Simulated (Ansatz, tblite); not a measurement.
Isomers of Li8S4 (singlet), found by a short tight-binding search and relaxed with PBE0-D4/def2-SVP in Ansatz.

The xTB rows come from tblite. LC-ωPBE has ω = 0.4 bohr⁻¹. B3LYP takes the VWN-RPA correlation. Correlated methods freeze 20 core orbitals; core or outer-core shells of Li are correlated, in sets that lack core-valence functions.

Other spin states were run for one of them alone.

A:

```xyz
12

Li   -1.906    1.309    1.125
Li   -0.106   -1.010   -1.802
Li   -1.784   -1.843    0.088
Li   -0.602    1.601   -1.907
Li    2.247   -1.104   -0.564
Li    1.581    1.948    0.561
Li    0.557   -1.016    2.295
Li    0.011    0.099    0.179
S    -2.118    0.185   -0.930
S     0.127    1.231    2.179
S     1.532    0.854   -1.520
S     0.461   -2.255    0.296
```

B:

Cartesian coordinates in Å:
```
Li -0.7149 3.3964 -0.3805
Li 1.7802 -2.4906 0.3774
Li -0.6696 -2.9012 0.6355
Li -2.1826 3.2848 2.9840
Li 0.1008 0.8989 1.4645
Li 0.9659 3.2682 -3.5842
Li 1.0565 -6.1943 -0.2209
Li -0.3305 0.4814 -1.6649
S -0.4326 3.0647 1.8410
S 0.9046 -4.4870 0.9751
S -0.6831 2.5599 -2.4879
S 0.2053 -0.8812 0.0610
```

C:

Cartesian coordinates in Å:
```
Li -0.839 0.535 0.846
Li -2.771 -0.368 -0.687
Li -0.742 2.711 -0.620
Li 2.765 0.370 0.686
Li 0.738 -2.706 0.620
Li 0.840 -0.535 -0.853
Li -3.994 2.599 1.498
Li 4.007 -2.608 -1.482
S 2.794 -1.843 0.068
S 1.091 1.658 0.031
S -2.796 1.844 -0.065
S -1.093 -1.656 -0.041
```

Problem. Estimate their order by electronic energy at PBE0-D4/def2-TZVP, counted from the lowest.

Solution. A (0.0) < C (139.2) < B (282.2), in kJ/mol.

Problem. Do the other levels pick the same lowest one?

Solution. Not GFN2-xTB. Energies above each level's lowest (kJ/mol):

```
              level    A      B      C
           GFN1-xTB  0.0   50.6   10.5
           GFN2-xTB  8.7   45.1    0.0
        HF/def2-SVP  0.0  229.2   99.9
   PBE-D4/def2-TZVP  0.0  274.4  136.9
r2SCAN-D4/def2-TZVP  0.0  282.4  138.2
 B3LYP-D4/def2-TZVP  0.0  243.8  114.9
  PBE0-D4/def2-TZVP  0.0  282.2  139.2
  LC-ωPBE/def2-TZVP  0.0  292.2  146.1
       MP2/def2-SVP  0.0  307.8  147.2
      CCSD/def2-SVP  0.0  302.1  144.7
   CCSD(T)/def2-SVP  0.0  308.0  148.8
```
Point groups (tolerance 0.1 Å): A C3v, B not assigned, C C2h. Lower isomers may exist.
